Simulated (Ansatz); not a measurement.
Reaction (substitution at a C–Ge bond): `[CH3][GeH]([Cl])[SeH]` + `[OH][GeH]([F])[F]` → `C[O][GeH]([F])[F]` + `[Cl][GeH2][SeH]`

Gas-phase electronic energies from Ansatz, PBE0-D4/def2-TZVP geometries. CCSD(T)/CBS adds triple-zeta CCSD(T) − MP2 to the extrapolated MP2 energy (def2 sets, frozen cores). DFT in def2-TZVPP. For Ge, Se outer-core shells are correlated without core-valence functions, which leaves a few kJ/mol of doubt a bond. Scalar relativity is left out up to krypton. Each species was taken in one conformer, which may not be the lowest.

`[CH3][GeH]([Cl])[SeH]`:

Z-matrix (Å, degrees):
```
C
Ge 1 1.939
H 1 1.090 2 109.7
H 1 1.090 2 109.5 3 120.0
H 1 1.090 2 109.4 3 -120.5
Cl 2 2.166 1 106.5 3 178.7
Se 2 2.346 1 112.3 3 -60.4
H 2 1.535 1 115.1 3 61.0
H 7 1.469 2 92.2 1 -45.0
```

`[OH][GeH]([F])[F]`:

```xyz
6

O     1.243   -0.399   -0.489
Ge   -0.405   -0.114   -0.002
F    -0.889    1.453   -0.518
F    -0.481   -0.014    1.714
H     1.865    0.260   -0.168
H    -1.333   -1.187   -0.537
```

`C[O][GeH]([F])[F]`:

```xyz
9

C    -0.308   -1.053   -0.870
O     0.285    0.236   -0.812
Ge    0.374    1.111    0.686
F     1.197    0.151    1.856
F    -1.209    1.274    1.344
H    -0.244   -1.391   -1.905
H    -1.361   -1.023   -0.574
H     0.222   -1.767   -0.233
H     1.043    2.461    0.507
```

`[Cl][GeH2][SeH]`:

Z-matrix (Å, degrees):
```
Ge
Se 1 2.348
Cl 1 2.148 2 104.6
H 1 1.534 2 112.1 3 -116.2
H 1 1.534 2 112.2 3 116.2
H 2 1.471 1 91.7 3 179.5
```

(1) Is it downhill or uphill in electronic energy at CCSD(T)/CBS, and by how much? (Best estimate.)

(2) What do these levels give: PBE-D4, r2SCAN-D4, r2SCANh-D4, ωB97X-V, ωB97M-V, PBE0, LC-ωPBE, RPA@PBE/def2-TZVPP, MP2/def2-SVP, CCSD(T)/def2-SVP, HF/def2-TZVPP, MP2/def2-QZVPP? (Best estimate.)

Largest T1 diagnostic among the species: 0.012.

## Answers

(1) Ansatz gave: Uphill: ΔE = +107.9 kJ/mol.

(2) Computed: PBE-D4 102.8, r2SCAN-D4 104.8, r2SCANh-D4 105.3, ωB97X-V 98.2, ωB97M-V 103.3, PBE0 102.7, LC-ωPBE 102.0, RPA@PBE/def2-TZVPP 96.9, MP2/def2-SVP 96.1, CCSD(T)/def2-SVP 85.1, HF/def2-TZVPP 88.3, MP2/def2-QZVPP 116.6 kJ/mol.

Leaving LDA and LC-ωPBE aside and taking each functional with its dispersion term where it has one, the values, not all of them listed here, spread over 11.8 kJ/mol, from BLYP-D4 to PBE-QIDH. In def2-TZVPP, CCSD(T) changes the Hartree–Fock value by +18.0 kJ/mol (the triples alone add +1.8 kJ/mol) and MP2 by +27.8 kJ/mol. At CCSD(T), def2-SVP lies −22.8 kJ/mol from the extrapolated value and def2-TZVPP −1.6 kJ/mol.
